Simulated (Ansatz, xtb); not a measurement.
# Relaxing a trial structure of GeH5OPSi

The starting geometry of this gas-phase singlet was built from a drawn formula by distance geometry and a force field; its bonds are those of `[O]1[SiH2][PH][GeH2]1`.

```json
{"atom": "Ge", "x (Å)": "-0.7543", "y (Å)": "-2.2159", "z (Å)": "0.8507"}
{"atom": "O", "x (Å)": "-1.9420", "y (Å)": "-0.8484", "z (Å)": "1.0029"}
{"atom": "P", "x (Å)": "0.8878", "y (Å)": "-0.8538", "z (Å)": "-0.0104"}
{"atom": "Si", "x (Å)": "-0.9282", "y (Å)": "0.4133", "z (Å)": "0.3422"}
{"atom": "H", "x (Å)": "-1.4256", "y (Å)": "0.9169", "z (Å)": "-0.9913"}
{"atom": "H", "x (Å)": "-0.6230", "y (Å)": "1.5270", "z (Å)": "1.3178"}
{"atom": "H", "x (Å)": "1.4207", "y (Å)": "-0.5655", "z (Å)": "1.2952"}
{"atom": "H", "x (Å)": "-0.3565", "y (Å)": "-2.7463", "z (Å)": "2.3029"}
{"atom": "H", "x (Å)": "-1.2553", "y (Å)": "-3.2536", "z (Å)": "-0.1803"}
```

Task: Predict what it relaxes into with r2SCAN-D4/def2-SVP.

Result: It keeps its bonds, and is `[O]1[SiH2][PH][GeH2]1`.

The energy falls by 0.18 eV over 7 steps:

```json
{"step": "1", "E − E(last) (eV)": "0.181"}
{"step": "2", "E − E(last) (eV)": "0.054"}
{"step": "3", "E − E(last) (eV)": "0.007"}
{"step": "4", "E − E(last) (eV)": "0.000"}
{"step": "5", "E − E(last) (eV)": "0.000"}
{"step": "6", "E − E(last) (eV)": "0.000"}
{"step": "7", "E − E(last) (eV)": "0.000"}
```

Final geometry (Å):

| atom | x (Å) | y (Å) | z (Å) |
| --- | --- | --- | --- |
| Ge | -0.7046 | -2.2282 | 0.8637 |
| O | -1.8587 | -0.8189 | 0.9760 |
| P | 0.9776 | -0.8507 | -0.0270 |
| Si | -0.9164 | 0.4172 | 0.3319 |
| H | -1.4865 | 0.9486 | -0.9400 |
| H | -0.7039 | 1.5502 | 1.2804 |
| H | 1.4679 | -0.5594 | 1.2871 |
| H | -0.4637 | -2.8172 | 2.2618 |
| H | -1.2880 | -3.2677 | -0.1043 |

From the same start GFN2-xTB reaches the same bonding as this run.

No frequencies were run, so the end isn't proven a minimum. Run with Ansatz 0.2.0, 20 s on 2 threads of AMD EPYC 7R43 64-Core Processor (Zen 3) (shared host).
